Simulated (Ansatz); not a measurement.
C4H10Zn, triplet, at a GFN2-xTB geometry (such geometries of metal compounds can be far from the true shape) (a higher spin typed on purpose: for a closed-shell molecule this is an excited state); BLYP/6-31G* in Ansatz (a quantum-chemistry and plane-wave program).

Here is a job for Ansatz.
Ansatz 0.2 input:
```yaml
crystal:
  periodic: [false, false, false]
  atoms:
    - {symbol: Zn, position_ang: [-0.37528979, 0.18243967, 0.99339466]}
    - {symbol: C, position_ang: [1.69930461, -0.68589563, -0.02525953]}
    - {symbol: C, position_ang: [1.52989648, -2.16325062, -0.19280947]}
    - {symbol: H, position_ang: [2.43563050, -0.40861454, 0.72142499]}
    - {symbol: H, position_ang: [1.83102170, -0.14668714, -0.95367365]}
    - {symbol: H, position_ang: [0.73111761, -2.39310900, -0.89637408]}
    - {symbol: H, position_ang: [1.31002125, -2.64887367, 0.75799703]}
    - {symbol: H, position_ang: [2.44888771, -2.61766265, -0.58457780]}
    - {symbol: C, position_ang: [-1.18070437, 0.43394040, -1.32714972]}
    - {symbol: C, position_ang: [-0.78886695, 1.80282015, -1.78750946]}
    - {symbol: H, position_ang: [-2.24946250, 0.30148551, -1.19762412]}
    - {symbol: H, position_ang: [-0.73181495, -0.36987472, -1.89486316]}
    - {symbol: H, position_ang: [0.29386078, 1.91129168, -1.83095053]}
    - {symbol: H, position_ang: [-1.19244613, 2.57397888, -1.13126329]}
    - {symbol: H, position_ang: [-1.17590079, 1.99918975, -2.79556629]}
basis:
  gaussian:
    orbitals: 6-31G*
hamiltonian:
  xc: blyp
magnetization: {spin_polarized: true, initial_magnetization: 2}
```

Output, abridged:

```
Functional definition: BLYP
1498 factors; their error is unknown
mean field evaluation 1: about -52679.8333 eV, gradient 9.3e1 eV
mean field evaluation 2: about -52412.9316 eV, gradient 2.1e2 eV
mean field evaluation 4: about -52712.3224 eV, gradient 3.0e1 eV
mean field evaluation 8: about -52718.0677 eV, gradient 6.8e-1 eV
mean field evaluation 16: about -52717.9882 eV, gradient 3.1e-3 eV
mean field -52717.98822506 eV, -1937.3503337350 hartree, gradient 1.2e-5 eV, S^2 2.008029; 0 other end points of the search recorded, 0 dependent functions left out
reference -52717.98858822 eV, -1937.3503470808 hartree; 33, 31 occupied and 83, 85 virtual orbitals, 1498 factors
Total energy: -52717.98858822 eV, -1937.3503470808 hartree
```
